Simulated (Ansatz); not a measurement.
A nudged elastic band was laid between two geometries of CH3BrMg + H2 (8 atoms, charge 0, multiplicity 1).

Method: RKS r2SCAN/def2-SVP (Ansatz).

```json
{
  "movable images": "5",
  "climbing image": "yes",
  "spring": "5.0 eV/Å²",
  "optimiser": "quadratic models (default)",
  "start path": "straight line",
  "force threshold": "0.05 eV/Å",
  "iteration limit": "60",
  "end points": "relaxed"
}
```

Image 0:

```xyz
8
Properties=species:S:1:pos:R:3
Mg 0.320 0.331 0.911
H 1.717 -0.039 -1.181
C -1.334 -0.293 -0.188
H 2.261 0.192 -0.700
Br 2.024 1.070 2.390
H -2.291 -0.010 0.284
H -1.356 -1.391 -0.312
H -1.342 0.140 -1.205
```

Image 6:

```xyz
8
Properties=species:S:1:pos:R:3
Mg 0.373 0.143 0.926
H 1.547 0.656 -1.279
C -1.276 -0.522 -0.157
H 2.084 0.869 -0.780
Br 2.089 0.823 2.419
H -2.234 -0.228 0.307
H -1.297 -1.622 -0.250
H -1.286 -0.119 -1.186
```

(1) Which bonds break or form, and what moves?

(2) Give the energies along the band, and the barrier.

The band took 3 iterations and about 30 core-seconds.

## Answers

(1) No bond is made or broken.

(2) It converged. The highest image is number 6 of 0 to 6, 0.3 kJ/mol above the first end and 0.0 kJ/mol above the last; the last end lies 0.3 kJ/mol above the first. The highest image is an end point: on this band no image between the ends rises above it.

```
image  path coordinate (Å)  energy (kJ/mol)
    0                 0.00              0.0
    1                 0.11              0.0
    2                 0.21              0.1
    3                 0.32              0.1
    4                 0.42              0.2
    5                 0.53              0.2
    6                 0.59              0.3
```

Run time: 17 s on 2 threads of AMD EPYC 9R45 96-Core Processor (Zen 5), on a shared host, peak memory 0.17 GiB.
